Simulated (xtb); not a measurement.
F₃Zr (SMILES [F][Zr+]([F])[F]), charge +1, singlet, geometry from GFN2-xTB (such geometries of metal compounds can be far from the true shape) (the multiplicity is a formal guess); GFN1-xTB in xtb.

The xtb input:
```
$ xtb mol.xyz --gfn 1 --chrg 1 --uhf 0 --json

# file mol.xyz
4

Zr     0.02000427     0.26414978     0.08294750
F      1.66513418    -0.48457307    -0.23468234
F     -0.80901794    -0.79026402     1.33548922
F     -0.94502410     0.10083807    -1.46946243
```

Problem. Predict the main parts of the log of this xtb run.

Solution. 
```
   ID    Z sym.   atoms
    1   40 Zr     1
    2    9 F      2-4

           -------------------------------------------------
          |                Calculation Setup                |
           -------------------------------------------------

           -------------------------------------------------
          |                 G F N 1 - x T B                 |
           -------------------------------------------------

          ...................................................
          :                      SETUP                      :
          :.................................................:
          :  # basis functions                  22          :
          :  # atomic orbitals                  21          :
          :  # shells                            9          :
          :  # electrons                        24          :
          :  # halogen bonds                     0          :
          :  max. iterations                   250          :
          :  Hamiltonian                  GFN1-xTB          :
          :  restarted?                      false          :
          :  GBSA solvation                  false          :
          :  PC potential                    false          :
          :  electronic temp.          300.0000000     K    :
          :  accuracy                    1.0000000          :
          :  -> integral cutoff          0.2500000E+02      :
          :  -> integral neglect         0.1000000E-07      :
          :  -> SCF convergence          0.1000000E-05 Eh   :
          :  -> wf. convergence          0.2000000E-04 e    :
          :  Broyden damping             0.4000000          :
          :  net charge                          1          :
          :  unpaired electrons                  0          :
          ...................................................

 iter      E             dE          RMSdq      gap      omega  full diag
   1    -16.4922023 -0.164922E+02  0.764E+00    4.16       0.0  T
   2    -16.4739642  0.182381E-01  0.450E+00    2.80       1.0  T
   3    -16.4417568  0.322074E-01  0.436E+00    4.81       1.0  T
   4    -16.5097189 -0.679621E-01  0.757E-01    3.71       1.0  T
   5    -16.5125739 -0.285500E-02  0.231E-01    3.54       1.0  T
   6    -16.5127943 -0.220345E-03  0.754E-02    3.50       1.0  T
   7    -16.5128210 -0.267133E-04  0.447E-03    3.47      11.2  T
   8    -16.5128210 -0.512951E-07  0.306E-03    3.47      16.3  T
   9    -16.5128211 -0.453867E-07  0.135E-05    3.48    3699.2  T
  10    -16.5128211 -0.877520E-12  0.274E-08    3.48  100000.0  T

   *** convergence criteria satisfied after 10 iterations ***

         :::::::::::::::::::::::::::::::::::::::::::::::::::::
         ::                     SUMMARY                     ::
         :::::::::::::::::::::::::::::::::::::::::::::::::::::
         :: total energy             -16.480229888098 Eh    ::
         :: gradient norm              0.047975170222 Eh/a0 ::
         :: HOMO-LUMO gap              3.475302491579 eV    ::
         ::.................................................::
         :: SCC energy               -16.512821086862 Eh    ::
         :: -> electrostatic           0.250490224644 Eh    ::
         :: repulsion energy           0.033213177145 Eh    ::
         :: dispersion energy         -0.000621978381 Eh    ::
         :: halogen bond corr.         0.000000000000 Eh    ::
         :: add. restraining           0.000000000000 Eh    ::
         :: total charge               1.000000000000 e     ::
         :::::::::::::::::::::::::::::::::::::::::::::::::::::

           -------------------------------------------------
          |                Property Printout                |
           -------------------------------------------------

    * Orbital Energies and Occupations

         #    Occupation            Energy/Eh            Energy/eV
      -------------------------------------------------------------
         1        2.0000           -1.0706949             -29.1351
         2        2.0000           -1.0522457             -28.6331
         3        2.0000           -1.0522457             -28.6331
         4        2.0000           -0.7645800             -20.8053
         5        2.0000           -0.7551975             -20.5500
         6        2.0000           -0.7534312             -20.5019
         7        2.0000           -0.7534312             -20.5019
         8        2.0000           -0.7460786             -20.3018
         9        2.0000           -0.7460786             -20.3018
        10        2.0000           -0.7432290             -20.2243
        11        2.0000           -0.7432290             -20.2243
        12        2.0000           -0.7382223             -20.0881 (HOMO)
        13                         -0.6105073             -16.6127 (LUMO)
        14                         -0.6005662             -16.3422
        15                         -0.6005662             -16.3422
        16                         -0.5563219             -15.1383
        17                         -0.5563219             -15.1383
        18                         -0.4223489             -11.4927
        19                         -0.1861700              -5.0659
        20                         -0.1861700              -5.0659
        21                         -0.0668055              -1.8179
      -------------------------------------------------------------
                  HL-Gap            0.1277150 Eh            3.4753 eV
             Fermi-level           -0.6743648 Eh          -18.3504 eV

  Mulliken/CM5 charges         n(s)   n(p)   n(d)
     1Zr    1.86977  2.38348   0.374  0.854  0.902
     2F    -0.28992 -0.46116   1.750  5.539  0.000
     3F    -0.28992 -0.46116   1.750  5.539  0.000
     4F    -0.28992 -0.46116   1.750  5.539  0.000

Wiberg/Mayer (AO) data.
largest (>0.10) Wiberg bond orders for each atom

 ---------------------------------------------------------------------------
     #   Z sym  total        # sym  WBO       # sym  WBO       # sym  WBO
 ---------------------------------------------------------------------------
     1  40 Zr   3.648 --     2 F    1.216     3 F    1.216     4 F    1.216
     2   9 F    1.273 --     1 Zr   1.216
     3   9 F    1.273 --     1 Zr   1.216
     4   9 F    1.273 --     1 Zr   1.216
 ---------------------------------------------------------------------------

Topologies differ in total number of bonds
Writing topology from bond orders to xtbtopo.mol

 dipole moment from electron density (au)
     X       Y       Z
   0.2051   2.7086   0.8506  total (Debye):    7.235

           -------------------------------------------------
          | TOTAL ENERGY              -16.480229888098 Eh   |
          | GRADIENT NORM               0.047975170222 Eh/α |
          | HOMO-LUMO GAP               3.475302491579 eV   |
           -------------------------------------------------

normal termination of xtb
```
